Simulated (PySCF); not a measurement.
B(H)(F)(Me) (CH₄BF), SMILES CBF.

Coordinates come from a PBE0-D3(BJ)/def2-TZVP optimisation.

These are TDA-ωB97X/def2-SVPD (PySCF) values and carry that method's errors.

Vertical excitations. Isolated molecule, no solvent.

```csv
state,energy (eV),λ (nm),f,main pairs
S1,6.69,185,0.002,HOMO→LUMO 98 %
S2,9.17,135,0.005,HOMO→LUMO+1 93 %
S3,9.47,131,0.033,HOMO−1→LUMO 95 %
S4,10.12,123,0.105,HOMO→LUMO+2 80 %
S5,10.27,121,0.235,HOMO−2→LUMO 89 %
S6,10.36,120,0.020,HOMO−3→LUMO 92 %
S7,10.52,118,0.142,HOMO→LUMO+3 77 %
S8,11.00,113,0.164,"HOMO−1→LUMO+1 70 %, HOMO−1→LUMO+2 17 %"
S9,11.09,112,0.028,HOMO→LUMO+4 90 %
S10,11.22,110,0.196,"HOMO−2→LUMO+1 72 %, HOMO−2→LUMO+2 21 %"
T1,6.16,201,0,HOMO→LUMO 97 %
T2,8.59,144,0,"HOMO−1→LUMO 68 %, HOMO−3→LUMO 25 %"
T3,8.94,139,0,HOMO→LUMO+1 92 %
T4,9.37,132,0,HOMO−2→LUMO 90 %
```
Triplets are in the Tamm–Dancoff approximation.
